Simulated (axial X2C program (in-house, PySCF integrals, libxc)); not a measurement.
Curves of PmSH from open-shell CI on f5 s1

Computed with an in-house all-electron X2C program for linear molecules (integrals from PySCF): two-component X2C with atomic mean-field Coulomb and Gaunt terms, basis Pm dyall-v3z, S dyall-av3z, H dyall-v3z (cores contracted in-house). Orbitals come from Hartree–Fock averaged over the configuration Pm f5 s1; CI then distributes these electrons over the f, s shells of Pm.

Scan along the Pm–S bond with SH moving as one mass, its bond held at 1.340 Å; masses Pm 144.913 u, S 31.972 u, H 1.008 u. Energies in cm⁻¹ from the lowest point; levels are followed by energy order within each Ω. Lowest level at 2.685 Å: 100% f5 s1.

| R (Å) | (1)Ω=0 | (1)Ω=1 | (1)Ω=2 | (2)Ω=0 | (2)Ω=1 | (2)Ω=2 | (1)Ω=3 |
| --- | --- | --- | --- | --- | --- | --- | --- |
| 2.497 | 1472 | 1536 | 1722 | 1997 | 1999 | 2086 | 2160 |
| 2.591 | 362 | 430 | 636 | 885 | 906 | 1018 | 1079 |
| 2.685 | 0 | 70 | 285 | 522 | 554 | 682 | 731 |
| 2.792 | 237 | 307 | 526 | 758 | 796 | 932 | 973 |
| 2.900 | 956 | 1025 | 1243 | 1475 | 1515 | 1651 | 1690 |
| 3.021 | 2125 | 2192 | 2405 | 2640 | 2681 | 2812 | 2851 |
| 3.168 | 3832 | 3896 | 4100 | 4343 | 4382 | 4503 | 4544 |

Problem. Fit the curves (1)Ω=0, (1)Ω=1, (1)Ω=2, (2)Ω=0, (2)Ω=1, (2)Ω=2, (1)Ω=3 near their minima.

Solution. From the open-shell CI curves, Te from the lowest:

| level | Te (cm⁻¹) | Re (Å) | ωe (cm⁻¹) |
| --- | --- | --- | --- |
| (1)Ω=0 | 0 | 2.696 | 270.8 |
| (1)Ω=1 | 70 | 2.696 | 270.6 |
| (1)Ω=2 | 286 | 2.695 | 269.6 |
| (2)Ω=0 | 522 | 2.696 | 270.6 |
| (2)Ω=1 | 555 | 2.695 | 270.1 |
| (2)Ω=2 | 683 | 2.693 | 268.9 |
| (1)Ω=3 | 732 | 2.694 | 269.3 |

Without dynamic correlation distances can be off by several hundredths of an Å (long for ionic bonds, short for multiple bonds) and the wavenumbers are rough.

The 7 lowest curves are shown; the next is (3)Ω=0, from 1188 cm⁻¹.

There is no dynamic correlation: spin–orbit spacings and, for f shells, spacings inside one term are the most reliable numbers, splittings between terms come out too wide, and energies between configurations are not reliable, so the lowest level need not be the ground state of the molecule. At most 4 roots were kept for each Ω > 0 (twice that for Ω = 0) within 2.2 eV of the lowest, so higher up levels can be missing between those listed; levels with Ω > 0 are doubly degenerate and listed once, Ω = 0 levels singly. The molecule was held linear; bending was not examined. Hydrosulfides and their kin are strongly bent in nature, so this linear model does not describe the real molecule.
